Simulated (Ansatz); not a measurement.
`[CH3][Ta]([NH2])(=[S])[Cl]` + `F[CH2][SnH3]` → `[NH2][Ta]([F])(=[S])[Cl]` + `C[CH2][SnH3]` at 600 K and 1 bar (redistribution).

Calculated with Ansatz (gas phase, PBE0-D4/def2-TZVP geometries, no zero-point term in ΔE). CBS: MP2 limit from def2 TZ/QZ plus the TZ coupled-cluster correction, frozen cores. def2 core potentials past Kr. For Sn, Ta outer-core shells are correlated without core-valence functions, which leaves a few kJ/mol of doubt a bond. One conformer a species, not always the lowest.

```tsv
species	CCSD(T)/CBS energy (Eh)	H − E (kJ/mol)	S (J/(mol·K))
`[CH3][Ta]([NH2])(=[S])[Cl]`	-1010.37366	235.6	493.3
`F[CH2][SnH3]`	-354.83026	177.3	388.5
`[NH2][Ta]([F])(=[S])[Cl]`	-1070.37365	138.1	453.0
`C[CH2][SnH3]`	-294.92046	279.1	412.2
```

H − E and S are ideal-gas, rigid-rotor, harmonic terms from PBE0-D4/def2-TZVP, for one conformer and one mirror image of each species. 1 Eh = 2625.50 kJ/mol, R = 8.31446 J/(mol·K).

By hand: ΔE, ΔH, ΔS and ΔG.

ΔE = (-1070.37365) + (-294.92046) − (-1010.37366) − (-354.83026) = -0.09019 Eh = -236.8 kJ/mol. Δ(H − E) = 138.1 + 279.1 − 235.6 − 177.3 = 4.3, so ΔH = -232.5 kJ/mol. ΔS = 453.0 + 412.2 − 493.3 − 388.5 = -16.6 J/(mol·K). ΔG = -232.5 − 600 × (-16.6)/1000 = -222.5 kJ/mol.

By hand: the equilibrium constant, and the temperature at which ΔG would vanish if ΔH and ΔS stayed fixed.

log₁₀ K = −ΔG/(RT ln 10) = 19.4. ΔG = 0 at ΔH/ΔS = 14006 K, far beyond where these terms or the molecules hold.

ΔH outweighs TΔS. A doubt of 5 kJ/mol in ΔE shifts log₁₀ K by 0.4 here. Other conformers and mirror images would add mixing entropy, several J/(mol·K) or more a flexible species. These are equilibria of isolated gas molecules and say nothing of rates. Largest T1 diagnostic: 0.020 (customary marks: 0.02 for closed shells, 0.045 for open ones).
